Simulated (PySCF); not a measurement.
Dipole moment and polarisability of `FC(F)C1=CCCC1`

Species: C6H8F2.
Numbering: `[F:1][CH:2]([F:3])[C:4]1=[CH:5][CH2:6][CH2:7][CH2:8]1` (hydrogens: H9 on C2; H10 on C5; H11, H12 on C6; H13, H14 on C7; H15, H16 on C8)

Cartesian coordinates in Å at the GFN2-xTB level; atoms count from 1:
```
atom  x, y, z in Å
F1     2.5592    0.5758    1.3322
C2     2.1563    0.3644    0.0466
F3     2.5942    1.4317   -0.6640
C4     0.6736    0.2062   -0.0352
C5    -0.1839    0.9904   -0.6714
C6    -1.5940    0.5173   -0.5115
C7    -1.4468   -0.8711    0.1380
C8    -0.0089   -0.9255    0.6824
H9     2.7023   -0.5246   -0.3156
H10    0.0663    1.8736   -1.2321
H11   -2.1175    0.4745   -1.4669
H12   -2.1423    1.2097    0.1323
H13   -2.1832   -1.0334    0.9219
H14   -1.5830   -1.6462   -0.6161
H15    0.0251   -0.7503    1.7607
H16    0.4750   -1.8834    0.4872
```

Level: wB97X-D/def2-SVPD (PySCF), static field, nuclei fixed, core orbitals frozen in the response. The polarisability tensor in these axes (au):

```
x   79.39 -1.57  5.38
y   -1.57 66.55 -7.41
z    5.38 -7.41 61.71
```

Q: What are the eigenvalues, a third of the trace, and Δα (Δα² = ½Σ(αi − αj)² over the three pairs)?

A: Principal values 55.81, 70.01 and 81.83 au; mean 69.22 au = 10.26 Å³ = 11.41 × 10⁻⁴⁰ C²·m²/J; Δα = 22.56 au (33 % of the mean).

Q: What is the dipole moment, and where does it point?

A: (-2.04, -1.58, -0.72) D, 2.67 D in size, pointing from the negative to the positive side. Measured along this direction, the outermost atoms are F1 and F3 at the negative end and H14 at the positive end.

Q: Traceless (Buckingham) quadrupole moment about the centre of nuclear charge: eigenvalues?

A: -5.59, -0.57, 6.16 D·Å. The values depend on the origin, since the dipole doesn't vanish. The electronic extent ⟨r²⟩ about the same centre is 1037 bohr², a root-mean-square distance of 2.16 Å for the 62 electrons.

Q: Rayleigh depolarisation ratio (linearly polarised light, static tensor)?

A: ρ = 3Δα²/(45ᾱ² + 4Δα²) = 1527.4/(215605 + 2036.6) = 0.00702.

Q: Estimate the molar refractivity from the static electronic polarisability.

A: Lorentz–Lorenz: R = (4π/3)N_A α = 2.5225 cm³/(mol·Å³) × 10.26 Å³ = 25.9 cm³/mol, in the limit of long wavelengths.

Q: In a dilute gas of rigid molecules at 400 K, how does the orientational term μ²/3kT compare with the electronic polarisability?

A: In Gaussian units μ²/3kT = 43.18 Å³ against 10.26 Å³, a ratio of 4.21; the Debye molar polarisation (4π/3)N_A(α + μ²/3kT) is 134.8 cm³/mol, leaving out the vibrational part.

Q: What would n − 1 = 2πNα be for an ideal gas of these molecules at 500 K and 1 atm, electronic part alone?

A: N = p/kT = 1.4678 × 10¹⁹ cm⁻³, so n − 1 = 2π × N × 10.26 × 10⁻²⁴ cm³ = 946 × 10⁻⁶ at long wavelengths, for an ideal gas.

Geometry: GFN2-xTB, one conformer, isolated molecule.
